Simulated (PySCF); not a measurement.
Excitations are Tamm–Dancoff values on a coarser integration grid. The basis has no diffuse functions, so Rydberg states are missing or too high.

Z-matrix (Å, degrees):
```
C
H 1 1.0919
C 1 1.5091 2 107.07
O 3 1.2028 1 125.51 2 0.05
H 3 1.1146 4 120.35 1 -179.98
C 1 1.5331 2 109.87 3 -118.55
H 6 1.0909 1 111.45 2 55.95
H 6 1.0911 7 108.19 1 121.31
H 6 1.0930 7 108.16 8 116.40
C 1 1.5331 2 109.87 3 118.53
H 10 1.0909 1 111.45 2 -55.91
H 10 1.0911 11 108.19 1 -121.31
H 10 1.0930 11 108.16 12 -116.41
```
Charge 0, multiplicity 1.

Task: Estimate the HOMO, S1–T1 gap (TDA) and brightest of the four lowest singlets (TDA) that PySCF with M06-2X/def2-TZVP // B3LYP-D3(BJ)/def2-TZVP returns for this input.

Result: 
The HOMO comes out as -8.88 eV. The S1–T1 gap (TDA) is 0.50 eV and the brightest of the four lowest singlets (TDA) is 8.67 eV.
